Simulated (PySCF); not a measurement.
# Fractional electron number in Ru (ruthenium, neutral)

The 5s alpha orbital of [Kr] 4d7 5s1 is emptied in steps (occupation f), with all orbitals relaxed, ending at [Kr] 4d7. Calculation: PySCF 2.14, in def2-SVP with the def2 core potential (28 electrons) (5s3p2d1f, 31 functions); a scalar-relativistic core potential. The exact energy is a straight line in f; departures are measured from the line between the end points of the same method.

```tsv
f	UHF (eV)
1	0.000
0.9	0.013
0.7	0.031
0.5	0.036
0.3	0.030
0.1	0.013
0	0.000
```

```tsv
method	E(f=0) − E(f=1) (eV)	−ε at f=1 (eV)	−ε at f=0.5 (eV)
UHF	6.335	6.486	6.332
```

Orbital energy along the path (eV):

```tsv
f	UHF
1	-6.486
0.9	-6.454
0.7	-6.391
0.5	-6.332
0.3	-6.276
0.1	-6.223
0	-6.197
```

Reference removal energy between the ground levels: 7.361 eV (measured; NIST Atomic Spectra Database, ionization energies). The calculation has no spin-orbit coupling. UHF lacks correlation.
